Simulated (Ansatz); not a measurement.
Cost and result for the atomization energy of H$_{6}$SSiSn, SMILES `S[SiH2][SnH3]` (9 atoms, 8 bonds).

Z-matrix (Å, degrees):
```
Si
Sn 1 2.564
S 1 2.145 2 111.0
H 1 1.485 2 111.1 3 115.3
H 1 1.488 2 110.6 3 -124.2
H 2 1.709 1 109.1 3 53.2
H 2 1.709 1 111.9 3 172.9
H 2 1.706 1 110.4 3 -65.8
H 3 1.344 1 95.0 2 -54.3
```

The species carries charge 0 and has multiplicity 1. Correlated methods include outer-core shells of Sn, which these sets cover unevenly. Sn takes the def2 core potential. The structure was optimised at the PBE0-D4/def2-TZVP level. It is one conformer, not always the lowest. Program: Ansatz. All runs use 2 threads of an Arm Neoverse V1 on a shared host. Times are those of one run each, without the atoms' runs, and a repeat can differ threefold. Electronic energies, without spin–orbit coupling; frozen cores. CCSD(T)/CBS adds CCSD(T) − MP2 in def2-TZVPP to the MP2 limit, and its time is that of the two runs behind it. T1 = 0.013. With those shells the extrapolation isn't a true limit. B3LYP takes the VWN-RPA correlation (the form of Gaussian; ORCA's B3LYP/G). HSE06 is the plane-wave form, built on full-range PBE exchange.

CCSD(T)/CBS is a level of theory with its own doubt, some kJ/mol a heavy atom from the limit and from the frozen cores, so smaller differences don't rank the functionals.

```
                             level  functions  wall time
   PBE-D4/def2-TZVPP (with forces)        218      3.7 s
                PBE0-D4/def2-TZVPP        218      4.3 s
                  CCSD(T)/def2-SVP         92      4.4 s
               HSE06-D4/def2-TZVPP        218      4.8 s
           CAM-B3LYP-D4/def2-TZVPP        218      5.5 s
 B3LYP-D4/def2-TZVPP (with forces)        218        7 s
r2SCAN-D4/def2-TZVPP (with forces)        218      7.5 s
             r2SCANh-D4/def2-TZVPP        218        8 s
               PBE-QIDH/def2-TZVPP        218        8 s
                ωB97X-V/def2-TZVPP        218       13 s
                    MP2/def2-QZVPP        402       24 s
                CCSD(T)/def2-TZVPP        218    2.2 min
                 CCSD(T)/CBS(def2)          –    2.6 min
```

Q: What atomization energy does each give, and how far from CCSD(T)/CBS? (An estimate is asked.)

A: Computed: 
```csv
level,atomization (kcal/mol),difference from CCSD(T)/CBS,per bond
PBE-D4/def2-TZVPP (with forces),553.8,-10.9,-1.4
PBE0-D4/def2-TZVPP,552.6,-12.1,-1.5
CCSD(T)/def2-SVP,515.7,-49.0,-6.1
HSE06-D4/def2-TZVPP,552.6,-12.1,-1.5
CAM-B3LYP-D4/def2-TZVPP,559.4,-5.3,-0.7
B3LYP-D4/def2-TZVPP (with forces),557.3,-7.4,-0.9
r2SCAN-D4/def2-TZVPP (with forces),560.0,-4.7,-0.6
r2SCANh-D4/def2-TZVPP,558.2,-6.5,-0.8
PBE-QIDH/def2-TZVPP,551.0,-13.7,-1.7
ωB97X-V/def2-TZVPP,568.2,3.5,0.4
MP2/def2-QZVPP,546.6,-18.1,-2.3
CCSD(T)/def2-TZVPP,548.6,-16.1,-2.0
CCSD(T)/CBS(def2),564.7,0.0,0.0
```

From BLYP to BHLYP (50 % exact exchange), in def2-TZVPP and without D4, the atomization energy moves by +5.1 kcal/mol. At CCSD(T), def2-SVP lies −49.0 kcal/mol from the extrapolated value and def2-TZVPP −16.2 kcal/mol: correlation converges slowly with the basis, and small sets miss more of it in the bonded molecule than in its fragments. In def2-TZVPP, CCSD(T) changes the Hartree–Fock value by +141.4 kcal/mol (the triples alone add +6.7 kcal/mol) and MP2 by +129.9 kcal/mol; breaking electron pairs costs correlation energy, which Hartree–Fock lacks.

Spin–orbit coupling would lower the free Sn atoms strongly, and the atomization energy with them, by more than many differences here. For some Ge, Se and Sn compounds the MP2-based and the directly extrapolated limit differ by 10 to 25 kJ/mol.
